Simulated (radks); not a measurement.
The numbers below are computed, except where a source is named.
All-electron atom: Mo in [Kr] 4d5 5p1 (not the ground configuration).

Level of theory: scalar-relativistic Kohn-Sham, r2SCAN, spin-polarised, spherical densities, finite nucleus; open shells are filled with parallel spins first (spin-orbit coupling, left out, can overturn this in heavy ions); meta-GGA in the generalised Kohn-Sham scheme; Fermi nuclear charge, rms radius 4.4091 fm (a radial shooting solver on a logarithmic mesh with Libxc functionals).

Energy parts (hartree):
| part | energy |
|---|---|
| total | -4049.22767 |
| kinetic | 4175.16175 |
| electron-nucleus | -9757.43210 |
| Hartree | 1657.15075 |
| exchange-correlation | -124.10807 |

Orbitals (lengths in bohr, moments of r in powers of bohr):
| orbital | occ. | eigenvalue (hartree) | <r^2> |
|---|---|---|---|
| 1s down | 1 | -730.0722 | 0.001670 |
| 1s up | 1 | -730.0712 | 0.001670 |
| 2s up | 1 | -103.5816 | 0.02783 |
| 2s down | 1 | -103.5555 | 0.02782 |
| 2p up | 3 | -92.50491 | 0.02193 |
| 2p down | 3 | -92.48612 | 0.02193 |
| 3s up | 1 | -17.84148 | 0.2096 |
| 3s down | 1 | -17.83337 | 0.2097 |
| 3p up | 3 | -14.17818 | 0.2151 |
| 3p down | 3 | -14.16744 | 0.2151 |
| 3d up | 5 | -8.23950 | 0.2075 |
| 3d down | 5 | -8.21849 | 0.2073 |
| 4s up | 1 | -2.50886 | 1.418 |
| 4s down | 1 | -2.38402 | 1.389 |
| 4p up | 3 | -1.54120 | 1.789 |
| 4p down | 3 | -1.39803 | 1.737 |
| 4d up | 5 | -0.22411 | 4.503 |
| 5s up | 0 | -0.20224 | 13.78 |
| 5p up | 1 | -0.07149 | 27.88 |

The highest occupied level is 5p up at -1.945 eV. The configuration is held as typed, so some empty levels lie below it. Spin moment in Bohr magnetons: 6. Summed over all electrons, <r^2> = 67.75 bohr^2, which gives a Langevin (diamagnetic) susceptibility term of -53.7 x 10^-6 cm^3/mol. The density falls to 0.001 e/bohr^3 at r = 4.78 bohr. The electron density at the nucleus is 9.261e+04 e/bohr^3 (large components only).
